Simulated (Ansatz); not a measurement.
Gas-phase electronic energies from Ansatz, PBE0-D4/def2-TZVP geometries. CCSD(T)/CBS is the MP2 limit (def2-TZVPP, def2-QZVPP) plus CCSD(T) − MP2 in def2-TZVPP, frozen cores. This one scheme is used for every species. DFT in def2-TZVPP. For Br outer-core shells are correlated without core-valence functions, which leaves a few kJ/mol of doubt a bond. Scalar relativity is left out up to krypton. Each species was taken in one conformer, which may not be the lowest.

`C[Si](F)(S)Br` → `CBr` + `F[Si]S`  (silylene formation by 1,1-elimination)

```tsv
level	ΔE (eV)
ωB97M-V	3.19
PBE	2.97
r2SCAN0	3.47
CAM-B3LYP	3.10
HF/def2-SVP	3.08
HF/def2-TZVPP	3.14
CCSD/def2-TZVPP	3.18
HF/CBS(def2)	3.14
```

(1) What does CCSD(T)/CBS give? (Estimate.)

Largest T1 diagnostic among the species: 0.015.

Results:

(1) Ansatz gave: +3.29 eV. The listed levels differ from it by -0.10, -0.32, 0.18, -0.19, -0.21, -0.15, -0.11, -0.15 eV.

In def2-TZVPP, CCSD(T) changes the Hartree–Fock value by +0.04 eV (the triples alone add +0.00 eV) and MP2 by +0.27 eV. The D4 term adds +0.22 eV with B3LYP and +0.12 eV with PBE0; it sums over pairs of atoms, weighted by their polarisabilities, and B3LYP, whose exchange is more repulsive, gets the larger term. From PBE to PBE0 (25 % exact exchange), in def2-TZVPP and without D4, ΔE moves by +0.24 eV.

CCSD(T)/CBS has its own doubt, a few kJ/mol and more with outer-core shells, so smaller differences from it don't rank the levels.

B3LYP here is the variant with VWN-RPA as its local correlation; programs differ in this.
